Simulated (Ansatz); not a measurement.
Program: Ansatz 0.2.0.

CH₇BSSi (`C[SiH2]BS`) at its PBE0-D4/def2-TZVP geometry, where that method's forces vanish. Charge 0, multiplicity 1.

```
atom   x (Å)   y (Å)   z (Å)
  C1  -1.568  -0.566  -0.623
 Si2  -0.006  -0.551   0.420
  B3   0.865   1.256   0.463
  S4   2.551   1.541   0.031
  H5  -1.347  -0.301  -1.659
  H6  -2.030  -1.556  -0.616
  H7  -2.295   0.153  -0.237
  H8   0.960  -1.565  -0.104
  H9  -0.343  -0.952   1.819
 H10   0.288   2.253   0.787
 H11   2.925   0.287  -0.283
```

Problem. For each bond, give half the difference of the two atoms' forces along it (eV/Å; positive pushes the atoms apart) under PBE-D4, r2SCAN-D4, B3LYP-D4, ωB97M-V in def2-TZVPP. (Best estimate.)

Solution. The calculation gave: 
| bond | length (Å) | PBE-D4 | r2SCAN-D4 | B3LYP-D4 | ωB97M-V |
| --- | --- | --- | --- | --- | --- |
| C1–Si2 | 1.878 | 0.04 | 0.03 | 0.13 | 0.05 |
| C1–H5 | 1.092 | 0.11 | -0.01 | -0.04 | -0.04 |
| C1–H6 | 1.092 | 0.10 | -0.02 | -0.05 | -0.05 |
| C1–H7 | 1.092 | 0.10 | -0.02 | -0.04 | -0.04 |
| Si2–B3 | 2.007 | -0.16 | -0.05 | 0.01 | 0.06 |
| Si2–H8 | 1.495 | 0.09 | -0.02 | -0.08 | -0.11 |
| Si2–H9 | 1.494 | 0.11 | -0.01 | -0.09 | -0.13 |
| B3–S4 | 1.763 | 0.12 | 0.11 | 0.16 | 0.07 |
| B3–H10 | 1.196 | 0.09 | -0.03 | -0.16 | -0.14 |
| S4–H11 | 1.347 | 0.28 | 0.02 | -0.02 | -0.11 |

B3LYP here is the variant with VWN-RPA as its local correlation; programs differ in this.
